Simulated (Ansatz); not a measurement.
`C[B][GeH3]` radical. The species carries charge 0 and has multiplicity 2.

```xyz
9

C    -0.0565   -1.4496   -0.8832
B    -0.6490   -0.3688    0.0285
Ge   -0.0229    1.4015    0.8298
H    -0.7829   -2.1214   -1.3467
H     0.5495   -2.0671   -0.1976
H     0.6389   -1.0743   -1.6429
H    -0.0393    1.2917    2.3655
H    -1.0248    2.5024    0.4357
H     1.3871    1.8855    0.4109
```

Q: What are the harmonic wavenumbers in cm⁻¹ at PBE0-D4/def2-TZVP (Ansatz, finite differences of forces, unscaled)? (Estimate.)

A: Computed: 57, 126, 177, 442, 471, 529, 606, 807, 857, 881, 889, 1109, 1303, 1391, 1442, 2083, 2139, 2140, 2988, 3060, 3108.

Q: Is this a minimum?

A: Yes, all 21 modes are real.

Q: Give the ideal-gas thermochemistry at 298.15 K and 1 bar (rigid rotor, harmonic oscillator; point group C1, symmetry number 1).

A: Zero-point energy 159.1 kJ/mol; H(298) − E = 177.7 kJ/mol; entropy 329.8 J/(mol·K), of which translation 166.5, rotation 102.0, vibration 55.6, electronic 5.8; G(298) − E = 79.3 kJ/mol. Modes under 100 cm⁻¹ are hindered rotations or soft bends, so the harmonic entropy is rough.
